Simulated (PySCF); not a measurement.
One of the candidates below gave these computed data.

All candidates are C5H6FN.

| technique | computed result |
| --- | --- |
| Polarisability | 64.0 au [CAM-B3LYP/def2-SVPD] |
| NMR, other nuclei | isotropic shieldings of nuclei other than C and H, by class: 108 (1 N), 347 (1 F) ppm [GIAO PBE0/pcSseg-1] |
| Dipole | 3.68 D [CAM-B3LYP/def2-SVPD] |
| 1H NMR | chemical shifts (computed TMS as zero) by class: 6.30 (1 H), 6.30 (1 H), 6.15 (1 H), 3.66 (3 H) ppm [GIAO PBE0/pcSseg-1] |
| Couplings | largest of the computed one-bond spin–spin couplings (means over like bonds): 19F–13C -304.2, 13C–1H +190.4, 13C–1H +189.3, 13C–1H +179.7, 13C–1H +142.2 (×3), 13C–13C +96.4, 13C–13C +75.8, 13C–13C +72.5 Hz [B3LYP/pcJ-1, spin–dipole term left out for some pairs] |
| Triplet | lowest triplet excitation (Tamm–Dancoff): 4.32 eV [TDA CAM-B3LYP/def2-SVPD] |
| UV, first state | lowest singlet excitation: 6.02 eV (206 nm, f = 0.001) [TDDFT CAM-B3LYP/def2-SVPD] |
| 13C NMR | chemical shifts (computed TMS as zero) by class: 161.5 (1 C), 119.9 (1 C), 109.1 (1 C), 104.0 (1 C), 37.3 (1 C) ppm [GIAO PBE0/pcSseg-1] |
| Rotational structure | rotational constants A, B, C: 7.093, 2.005, 1.579 GHz [GFN2-xTB] |
| UV, strongest line | among the 8 lowest singlet transitions: S2 at 6.23 eV (199 nm, f = 0.111) [TDDFT CAM-B3LYP/def2-SVPD] |

Gas-phase values; electronic properties from PySCF, density fitting. Levels stand in brackets. Geometry: GFN2-xTB; no solvent, vibrations or thermal averaging. NMR classes are plain means over equivalent atoms (diastereotopic ones count apart unless rotation or inversion swaps them), as if these changed places fast.

Problem. Which candidate is it?
A. `Cn1ccc(F)c1`
B. `C/C(=C/C#N)CF`
C. `Cn1cccc1F`
D. `CC/C(C#N)=C/F`
E. `[H]/N=C(\C=C)C(=C)F`

Solution. A. It is `Cn1ccc(F)c1`. Numbering: `[CH3:1][n:2]1[cH:3][cH:4][c:5]([F:6])[cH:7]1`. Its formula, C5H6FN, gives 3 degrees of unsaturation: 1 ring and 2 π bonds in the structure found (Kekulé form). 5 carbons fall into 5 classes; from least to most shielded: aromatic C–F carbon [C5] (161.5 ppm), aromatic CH next to a ring nitrogen [C3] (119.9 ppm), aromatic CH next to a ring nitrogen [C7] (109.1 ppm), aromatic CH carbon [C4] (104.0 ppm), N-methyl carbon [C1] (37.3 ppm). Hydrogen classes from least to most shielded: 1 H on an aromatic CH next to a ring nitrogen, C3 (6.30 ppm), 1 H on an aromatic CH next to a ring nitrogen, C7 (6.30 ppm), 1 H on an aromatic CH carbon, C4 (6.15 ppm), 3 H on an N-methyl carbon, C1 (3.66 ppm). The other shieldings belong to: 108 ppm, pyrrole-type nitrogen [N2]; 347 ppm, aryl fluorine [F6]. The couplings run between: -304.2 Hz, aryl fluorine [F6] and aromatic C–F carbon [C5]; +190.4 Hz, aromatic CH next to a ring nitrogen [C7] and its hydrogen; +189.3 Hz, aromatic CH next to a ring nitrogen [C3] and its hydrogen; +179.7 Hz, aromatic CH carbon [C4] and its hydrogen; +142.2 Hz, N-methyl carbon [C1] and its hydrogen (with 2 like pairs); +96.4 Hz, aromatic C–F carbon [C5] and aromatic CH next to a ring nitrogen [C7]; +75.8 Hz, aromatic CH next to a ring nitrogen [C3] and aromatic CH carbon [C4]; +72.5 Hz, aromatic CH carbon [C4] and aromatic C–F carbon [C5]. By its constants the optimised geometry is an asymmetric top.

The others, at the same levels:
- `C/C(=C/C#N)CF` fails: its computed 13C shifts are 174.2 (1 C), 119.8 (1 C), 98.5 (1 C), 87.4 (1 C), 22.6 (1 C) ppm, 1H shifts are 5.65 (2 H), 5.23 (1 H), 2.23 (3 H) ppm and rotational constant A is 4.732 GHz (against 7.093 GHz).
- `CC/C(C#N)=C/F` fails: its computed 13C shifts are 168.5 (1 C), 118.6 (1 C), 106.7 (1 C), 27.4 (1 C), 17.3 (1 C) ppm, 1H shifts are 7.19 (1 H), 2.07 (2 H), 1.25 (3 H) ppm and lowest singlet excitation is 6.31 eV (197 nm, f = 0.324) (against 6.02 eV).
- `Cn1cccc1F` fails: its computed 13C shifts are 154.6 (1 C), 114.4 (1 C), 111.2 (1 C), 90.8 (1 C), 31.0 (1 C) ppm, 1H shifts are 6.26 (1 H), 6.15 (1 H), 5.66 (1 H), 3.61 (3 H) ppm and rotational constant A is 4.040 GHz (against 7.093 GHz).
- `[H]/N=C(\C=C)C(=C)F` fails: its computed lowest singlet excitation is 4.20 eV (295 nm, f = 0.002) (against 6.02 eV), lowest triplet excitation (Tamm–Dancoff) is 2.81 eV (against 4.32 eV) and strongest line among the 8 lowest singlet transitions is S3 at 5.66 eV (219 nm, f = 0.320) (against S2 at 6.23 eV).

Each candidate is one conformer, not necessarily the lowest. Dipoles, sizes and rotational constants follow the conformer. The torsions of the flexible species, by atom-mapped SMILES:
- `[CH3:1]/[C:2](=[CH:3]/[C:4]#[N:5])[CH2:6][F:7]`: C1–C2–C6–F7 27°
- `[CH3:1][CH2:2]/[C:3]([C:4]#[N:5])=[CH:6]/[F:7]`: C1–C2–C3–C4 -67°
- `[H]/[N:4]=[C:3](\[CH:2]=[CH2:1])[C:5](=[CH2:6])[F:7]`: C1–C2–C3–N4 0°, C2–C3–C5–C6 180°

One-bond C–F couplings are unscaled; at this level they come out some 30 % too large in size.
